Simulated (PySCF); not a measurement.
# Radial density of Zn⁺ (zinc, charge +1)

UHF, [Ar] 3d9 4s1 4p1, one real determinant (an excited configuration). All numbers are calculated (PySCF 2.14, scalar relativity through the core potential, in aug-cc-pVQZ-PP with ECP10MDF (7s7p6d4f3g2h, 135 functions)). This is the valence pseudo-density: the core potential removes the inner electrons and smooths the orbitals near the nucleus.

| r (bohr) | 4πr²ρ (e/bohr) | 4πr²(ρα − ρβ) |
| --- | --- | --- |
| 0.00576 | 1.518e-05 | 0.0000 |
| 0.00970 | 3.806e-05 | 0.0000 |
| 0.0163 | 0.0001003 | 0.0000 |
| 0.0274 | 0.0004010 | 0.0000 |
| 0.0461 | 0.003673 | 0.0003 |
| 0.0776 | 0.04507 | 0.0047 |
| 0.131 | 0.4617 | 0.0479 |
| 0.220 | 3.209 | 0.3008 |
| 0.369 | 14.49 | 1.0144 |
| 0.621 | 24.20 | 1.2947 |
| 1.05 | 9.388 | 0.6397 |
| 1.76 | 1.883 | 0.9442 |
| 2.96 | 0.6579 | 0.6302 |
| 4.97 | 0.06668 | 0.0666 |
| 8.36 | 0.0002919 | 0.0003 |

⟨L²⟩ = 8.05 against 12 for a pure F term, so this real determinant mixes terms. Energies and moments cover only the electrons outside the core potential.
